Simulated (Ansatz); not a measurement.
`FB1O[SiH2]1` + CH₄ → `CB1O[SiH2]1` + H–F  (formal exchange of groups at a B–F bond)

Isolated molecules relaxed with PBE0-D4/def2-TZVP in Ansatz; ΔE leaves out vibrations. CCSD(T)/CBS adds triple-zeta CCSD(T) − MP2 to the extrapolated MP2 energy (def2 sets, frozen cores). This one scheme is used for every species. Functionals use def2-TZVPP. B3LYP here is the variant with VWN-RPA as its local correlation; programs differ in this. HSE06 is defined as in plane-wave codes.

| level | ΔE (kJ/mol) | difference from CCSD(T)/CBS |
| --- | --- | --- |
| LDA (SPW92) | 118.7 | 1.8 |
| PBE-D4 | 117.9 | 1.0 |
| revPBE-D4 | 115.2 | -1.7 |
| BLYP-D4 | 127.4 | 10.5 |
| r2SCAN-D4 | 126.7 | 9.8 |
| B97M-V | 131.1 | 14.2 |
| PBE0-D4 | 117.9 | 1.0 |
| B3LYP-D4 | 127.5 | 10.6 |
| r2SCANh-D4 | 126.0 | 9.1 |
| r2SCAN0-D4 | 125.1 | 8.2 |
| HSE06-D4 | 117.8 | 0.9 |
| BHLYP-D4 | 130.9 | 14.0 |
| CAM-B3LYP-D4 | 131.1 | 14.2 |
| ωB97X-V | 125.6 | 8.7 |
| ωB97M-V | 125.1 | 8.2 |
| B2PLYP | 128.9 | 12.0 |
| PBE | 120.9 | 4.0 |
| revPBE | 121.4 | 4.5 |
| BLYP | 133.3 | 16.4 |
| PBE0 | 120.5 | 3.6 |
| B3LYP | 132.2 | 15.3 |
| r2SCANh | 126.9 | 10.0 |
| r2SCAN0 | 126.1 | 9.2 |
| HSE06 | 120.4 | 3.5 |
| CAM-B3LYP | 133.9 | 17.0 |
| LC-ωPBE | 123.5 | 6.6 |
| RPA@PBE/def2-TZVPP | 120.9 | 4.0 |
| HF/def2-SVP | 148.6 | 31.7 |
| MP2/def2-SVP | 141.0 | 24.1 |
| CCSD/def2-SVP | 141.3 | 24.4 |
| HF/def2-TZVPP | 142.1 | 25.2 |
| MP2/def2-TZVPP | 119.4 | 2.5 |
| CCSD/def2-TZVPP | 123.1 | 6.2 |
| CCSD(T)/def2-TZVPP | 120.8 | 3.9 |
| HF/def2-QZVPP | 142.4 | 25.5 |
| MP2/def2-QZVPP | 117.3 | 0.4 |
| SCS-MP2/def2-QZVPP | 122.4 | 5.5 |
| HF/CBS(def2) | 142.4 | 25.5 |
| MP2/CBS(def2) | 115.6 | -1.3 |
| CCSD/CBS(def2) | 119.2 | 2.3 |
| CCSD(T)/CBS | 116.9 | 0 |

Largest T1 diagnostic among the species: 0.015.

The D4 term adds −4.7 kJ/mol with B3LYP and −2.7 kJ/mol with PBE0; it sums over pairs of atoms, weighted by their polarisabilities, and B3LYP, whose exchange is more repulsive, gets the larger term. In def2-TZVPP, CCSD(T) changes the Hartree–Fock value by −21.3 kJ/mol (the triples alone add −2.3 kJ/mol) and MP2 by −22.7 kJ/mol. At CCSD(T), def2-SVP lies +23.9 kJ/mol from the extrapolated value and def2-TZVPP +3.9 kJ/mol.
